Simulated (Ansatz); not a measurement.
Molecule: bromo(trimethyl)silane, C3H9BrSi, net charge 0, singlet state. SMILES: C[Si](C)(C)Br
Coordinates optimised at B3LYP-D3(BJ)/def2-TZVP (Ansatz, an electronic-structure program):
```xyz
14

C      0.5234     1.5962     1.5092
Si     0.3067    -0.1027     0.7668
C     -0.9304    -1.1189     1.7269
C      1.9397    -0.9908     0.5961
Br    -0.5281     0.1769    -1.3203
H     -0.4295     2.1248     1.5620
H      0.9262     1.5165     2.5226
H      1.2126     2.1980     0.9150
H     -1.8950    -0.6121     1.7814
H     -1.0847    -2.0923     1.2589
H     -0.5729    -1.2832     2.7471
H      2.3867    -1.1512     1.5811
H      1.8085    -1.9632     0.1191
H      2.6403    -0.4098    -0.0055
```

Parts of the frozen-core correlation energy in def2-TZVPP (Ansatz, hartree). Frozen orbitals: 22; correlated occupied orbitals by spin: 16 and 16; virtual: 271 and 271. No spin-orbit coupling. No relativistic terms.

| term | value |
|---|---|
| reference (HF) | -2980.34576 |
| MP2 opposite-spin | … |
| MP2 same-spin | … |
| CCSD correlation | … |
| (T) | -0.03475 |
| T1 diagnostic | 0.009 |
| largest doubles amplitude | 0.026 |

**Question.** Some entries are withheld; supply them.

**Answer.** 
- MP2 opposite-spin, value: -0.63958
- MP2 same-spin, value: -0.18182
- CCSD correlation, value: -0.88428
